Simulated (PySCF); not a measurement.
How far are cheaper levels from CCSD(T)/CBS for SrF?

PySCF; the state is a doublet (σ ↑). The composite is CCSD(T) extrapolated to the basis-set limit from two correlation-consistent sets, with core-valence (CV) and scalar-relativistic (SR) terms as its label shows; it has no spin–orbit coupling and nothing beyond (T). Here it is CCSD(T)/CBS(DT)+CV. It gives Re = 2.082 Å, ωe = 498 cm⁻¹ and De = 5.51 eV to Sr + F.

```tsv
level	basis	relativity	Re (Å)	ωe (cm⁻¹)	De (eV)
UHF	def2-SVP	scalar-relativistic core potentials	2.126	521	3.98
UHF	def2-SVPD	scalar-relativistic core potentials	2.146	494	4.18
UHF-MP2	def2-TZVPP	scalar-relativistic core potentials	2.092	482	5.46
UHF-CCSD	def2-SVP	scalar-relativistic core potentials	2.121	523	4.80
UHF-CCSD	def2-TZVPP	scalar-relativistic core potentials	2.095	483	4.99
PBE	def2-TZVPP	scalar-relativistic core potentials	2.076	493	5.75
TPSSh	def2-TZVPP	scalar-relativistic core potentials	2.078	500	5.53
HSE06	def2-SVPD	scalar-relativistic core potentials	2.112	504	5.49
HSE06	def2-TZVPP	scalar-relativistic core potentials	2.071	502	5.43
M06-2X	def2-SVP	scalar-relativistic core potentials	2.096	533	5.08
```

Problem. Give the difference of each row from the composite.

Solution. 

```csv
level,basis,ΔRe (pm),Δωe (%),ΔDe (eV)
UHF,def2-SVP,+4.4,+4.6,-1.53
UHF,def2-SVPD,+6.4,-0.8,-1.33
UHF-MP2,def2-TZVPP,+1.0,-3.2,-0.05
UHF-CCSD,def2-SVP,+3.9,+5.0,-0.71
UHF-CCSD,def2-TZVPP,+1.3,-3.0,-0.52
PBE,def2-TZVPP,-0.6,-1.0,+0.24
TPSSh,def2-TZVPP,-0.4,+0.4,+0.02
HSE06,def2-SVPD,+3.0,+1.2,-0.02
HSE06,def2-TZVPP,-1.1,+0.8,-0.08
M06-2X,def2-SVP,+1.4,+7.0,-0.43
```

Problem. Which rows come closest in De?

Solution. TPSSh in def2-TZVPP (+0.02 eV); HSE06 in def2-SVPD (-0.02 eV), counted from the composite.

Correlated steps freeze the inner cores (1 to 15 orbitals); shallow outer-core shells are correlated. Correlated levels converge slowly with the basis: in double zeta they bind strong bonds too weakly, by up to about 1 eV, and carry superposition errors of some tenths. Spin–orbit coupling is left out. The state is the lowest determinant that a PBE0 search found; another state may lie lower at other levels.
